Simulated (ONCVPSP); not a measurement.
## Cr: ONCV pseudisation with LDA (Perdew-Wang 92), scalar-relativistic reference atom.

Cr (Z = 24), optimised norm-conserving Vanderbilt (ONCV), made with ONCVPSP 4.0.1 (LDA (Perdew-Wang 92), scalar-relativistic). Core [Ar], reference 3d5.5 4s0.5. Waves: 4s: rc 2.60 bohr, ncon 5, nbas 8, qcut 2.3 1/bohr, 3 projectors, debl 1.6 Ha; p scattering state at 0.24 Ha: rc 2.15 bohr, ncon 3, nbas 6, qcut 4.1 1/bohr, 1 projector; 3d: rc 2.05 bohr, ncon 3, nbas 7, qcut 7.8 1/bohr, 1 projector. Local part: polynomial inside 1.40 bohr (lpopt 3, dvloc0 0 Ha). Core correction: Teter function, fcfact 5.25, rcfact 1.

All-electron outer shells of the reference configuration (LDA (PZ), scalar-relativistic, ld1.x):

```json
{"shell": "3p", "level (eV)": "-44.06", "outermost node (bohr)": "0.33", "outermost maximum (bohr)": "0.80"}
{"shell": "4s", "level (eV)": "-3.91", "outermost node (bohr)": "1.13", "outermost maximum (bohr)": "2.78"}
{"shell": "3d", "level (eV)": "-2.14", "outermost node (bohr)": "–", "outermost maximum (bohr)": "0.85"}
```

Calculated quality:

```json
{
  "Cutoffs needed": "23 Ha and 26 Ha (the cutoffs (Ha) at which the residual kinetic energy of the hardest occupied pseudo-wave falls to 1 and 0.1 mHa per electron)",
  "Ghost test": "no bound ghost flagged; GHOST(+) flagged for p at 27.4 eV, s at 94.9 eV",
  "Configuration tests": "2 of 4 tests not solved or not reliable",
  "rms error of d²Exc/dni dnj": "9.58 mHa without and 6.55 mHa with the model core"
}
```

Generation and tests took about 2.2 s on one core of a shared server CPU.
